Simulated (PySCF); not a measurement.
C₃H₇O₂, doublet, geometry from GFN2-xTB; PySCF with DF-B3LYP/cc-pVDZ.

The PySCF input:
```python
from pyscf import gto, scf, dft

mol = gto.M(
    atom='''
C     1.990232    0.404673    0.012285
O     1.123079   -0.622638   -0.398457
C    -0.167688   -0.238057   -0.674889
C    -1.053511   -0.054876    0.661831
O    -2.241623    0.370929    0.357930
H     2.004153    1.227319   -0.710778
H     1.693747    0.801510    0.991523
H     2.981302   -0.037507    0.091200
H    -0.641156   -1.045567   -1.234945
H    -0.231553    0.705857   -1.227818
H    -1.015250   -1.018851    1.206866
H    -0.457099    0.710468    1.212802
''',
    basis='cc-pvdz',
    charge=0,
    spin=1,
    verbose=4,
)

mf = dft.UKS(mol)
mf.xc = 'b3lyp'
mf = mf.density_fit(auxbasis='def2-universal-jkfit')
mf.kernel()
```

It wrote (shortened):

```
PySCF version 2.14.0

[INPUT] verbose = 4
[INPUT] num. atoms = 12
[INPUT] num. electrons = 41
[INPUT] charge = 0
[INPUT] spin (= nelec alpha-beta = 2S) = 1
[INPUT] symmetry False subgroup None
[INPUT] Mole.unit = angstrom
[INPUT] Symbol           X                Y                Z      unit          X                Y                Z       unit  Magmom
[INPUT]  1 C      1.990232000000   0.404673000000   0.012285000000 AA    3.760993404345   0.764721140006   0.023215285440 Bohr   0.0
[INPUT]  2 O      1.123079000000  -0.622638000000  -0.398457000000 AA    2.122311726250  -1.176615294747  -0.752974602416 Bohr   0.0
[INPUT]  3 C     -0.167688000000  -0.238057000000  -0.674889000000 AA   -0.316884394376  -0.449862532036  -1.275355374482 Bohr   0.0
[INPUT]  4 C     -1.053511000000  -0.054876000000   0.661831000000 AA   -1.990847259217  -0.103700610812   1.250679330747 Bohr   0.0
[INPUT]  5 O     -2.241623000000   0.370929000000   0.357930000000 AA   -4.236053544526   0.700954221659   0.676389671766 Bohr   0.0
[INPUT]  6 H      2.004153000000   1.227319000000  -0.710778000000 AA    3.787300281725   2.319296777475  -1.343175755366 Bohr   0.0
[INPUT]  7 H      1.693747000000   0.801510000000   0.991523000000 AA    3.200717954304   1.514634386100   1.873706916207 Bohr   0.0
[INPUT]  8 H      2.981302000000  -0.037507000000   0.091200000000 AA    5.633844274618  -0.070877957754   0.172343022560 Bohr   0.0
[INPUT]  9 H     -0.641156000000  -1.045567000000  -1.234945000000 AA   -1.211609243122  -1.975835274883  -2.333707828901 Bohr   0.0
[INPUT] 10 H     -0.231553000000   0.705857000000  -1.227818000000 AA   -0.437571753321   1.333876413107  -2.320239750811 Bohr   0.0
[INPUT] 11 H     -1.015250000000  -1.018851000000   1.206866000000 AA   -1.918544447965  -1.925349351739   2.280646209049 Bohr   0.0
[INPUT] 12 H     -0.457099000000   0.710468000000   1.212802000000 AA   -0.863791921813   1.342589940267   2.291863623325 Bohr   0.0

nuclear repulsion = 182.712197283982
number of shells = 46
number of NR pGTOs = 179
number of NR cGTOs = 105
basis = cc-pvdz
ecp = {}

******** <class 'pyscf.df.df_jk.DFUKS'> ********
method = DFUKS
initial guess = minao
damping factor = 0
level_shift factor = 0
DIIS = <class 'pyscf.scf.diis.CDIIS'>
diis_start_cycle = 1
diis_space = 8
diis_damp = 0
SCF conv_tol = 1e-09
SCF conv_tol_grad = None
SCF max_cycles = 50
direct_scf = False
number electrons alpha = 21  beta = 20
XC library pyscf.dft.libxc version 7.1.2
    S. Lehtola, C. Steigemann, M. J. T. Oliveira, and M. A. L. Marques,  SoftwareX 7, 1–5 (2018)
XC functionals = b3lyp
    P. J. Stephens, F. J. Devlin, C. F. Chabalowski, and M. J. Frisch,  J. Phys. Chem. 98, 11623 (1994)
radial grids:
    Treutler-Ahlrichs [JCP 102, 346 (1995); DOI:10.1063/1.469408] (M4) radial grids

becke partition: Becke, JCP 88, 2547 (1988); DOI:10.1063/1.454033
pruning grids: <function nwchem_prune>
grids dens level: 3
symmetrized grids: False
atomic radii adjust function: <function treutler_atomic_radii_adjust>
small_rho_cutoff = 0
Set gradient conv threshold to 3.16228e-05
tot grids = 139176
******** <class 'pyscf.df.df.DF'> ********
auxbasis = def2-universal-jkfit
init E= -269.34137353823

cycle= 1 E= -268.689896214616  delta_E= 0.651  |g|= 0.643  |ddm|= 2.22
cycle= 2 E= -267.693021404482  delta_E= 0.997  |g|= 1.58  |ddm|= 3.72
cycle= 3 E= -268.869757525387  delta_E= -1.18  |g|= 0.186  |ddm|= 3.43
cycle= 4 E= -268.867879401779  delta_E= 0.00188  |g|= 0.229  |ddm|= 0.346
cycle= 5 E= -268.887604444498  delta_E= -0.0197  |g|= 0.062  |ddm|= 0.16
cycle= 6 E= -268.889219952792  delta_E= -0.00162  |g|= 0.0299  |ddm|= 0.0663
cycle= 7 E= -268.889647931072  delta_E= -0.000428  |g|= 0.00663  |ddm|= 0.0418
cycle= 8 E= -268.889681781041  delta_E= -3.38e-05  |g|= 0.00159  |ddm|= 0.0126
cycle= 9 E= -268.889689212729  delta_E= -7.43e-06  |g|= 0.00109  |ddm|= 0.00572
cycle= 10 E= -268.889695460515  delta_E= -6.25e-06  |g|= 0.000959  |ddm|= 0.00543
cycle= 11 E= -268.889704345369  delta_E= -8.88e-06  |g|= 0.000782  |ddm|= 0.00849
cycle= 12 E= -268.889723865028  delta_E= -1.95e-05  |g|= 0.000563  |ddm|= 0.0246
cycle= 13 E= -268.889735136417  delta_E= -1.13e-05  |g|= 0.0004  |ddm|= 0.0285
cycle= 14 E= -268.889735841885  delta_E= -7.05e-07  |g|= 0.000205  |ddm|= 0.00443
cycle= 15 E= -268.889736228661  delta_E= -3.87e-07  |g|= 0.000106  |ddm|= 0.00454
cycle= 16 E= -268.889736298388  delta_E= -6.97e-08  |g|= 4.65e-05  |ddm|= 0.00228
cycle= 17 E= -268.88973630314  delta_E= -4.75e-09  |g|= 1.44e-05  |ddm|= 0.000632
cycle= 18 E= -268.889736303279  delta_E= -1.39e-10  |g|= 7.76e-06  |ddm|= 3.36e-05
Extra cycle  E= -268.889736303279  delta_E= 2.27e-13  |g|= 9.23e-06  |ddm|= 1.72e-05
converged SCF energy = -268.889736303279  <S^2> = 0.75465306  2S+1 = 2.0046477
```
